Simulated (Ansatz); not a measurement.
A structure drawn as `[Cl][Ga]([Cl])[I]`, with this starting geometry:

```xyz
4

Cl    1.099   -1.994   -0.653
Ga    0.223    0.065   -0.017
Cl    0.295    0.261    1.989
I    -1.617    1.668   -1.319
```

Total charge 0; spin multiplicity 1. I: def2 effective core potential.

Question: Relax it with Ansatz at PBE-D4/def2-SVP and then PBE0-D4/def2-TZVP. Is the drawn bonding still there?

Answer: Yes, every drawn bond is still there and no new one forms.

Question: Give the relaxed structure. (Best estimate.)

Answer: Ansatz gave: 
Z-matrix (Å, degrees):
```
Ga
Cl 1 2.120
I 1 2.450 2 121.0
Cl 1 2.120 2 118.1 3 -180.0
```
All modes are real.

Atoms count as bonded under 1.1 times the sum of their covalent radii (H–H under 0.85 Å, pairs among N, O and F under 1.55 Å), and a drawn bond as lost past 1.3 times.
